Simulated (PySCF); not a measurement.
UHF on C (carbon, neutral)

Configuration: [He] 2s1 2p3, high-spin 5S determinant (an excited configuration). All numbers are calculated (PySCF 2.14, scalar relativity by spin-free X2C-1e, in dyall-av3z).

| Quantity | Value |
| --- | --- |
| Total energy | -37.613743 hartree |
| One-electron energy | -50.2672 hartree |
| Hartree (Coulomb) energy | 17.9167 hartree |
| Exchange energy | -5.2633 hartree |
| ⟨S²⟩ | 6.0000 |
| ⟨L²⟩ | 0.000 |
| Sum of ⟨r⟩ | 7.072 bohr |
| Sum of ⟨r²⟩ | 13.54 bohr² |
| Langevin diamagnetic susceptibility | -10.7 ×10⁻⁶ cm³/mol |

```csv
shell,electrons,mean orbital energy (hartree),"rms radius, mean of both spins (bohr)"
1s α,1,-11.35041,0.312
1s β,1,-11.23146,0.312
2s α,1,-0.94192,1.67
2p α,3,-0.47882,1.88
```

Spin-orbit constants ζ (cm⁻¹) from the X2C one-electron operator on these orbitals: bare nucleus, nucleus screened by l(l+1)(2l+1)/3 electrons, and screened by the Breit-Pauli mean field of the electrons.

| shell | bare | screened nucleus | mean field |
| --- | --- | --- | --- |
| 2p | 60.40 | 40.26 | 32.37 |
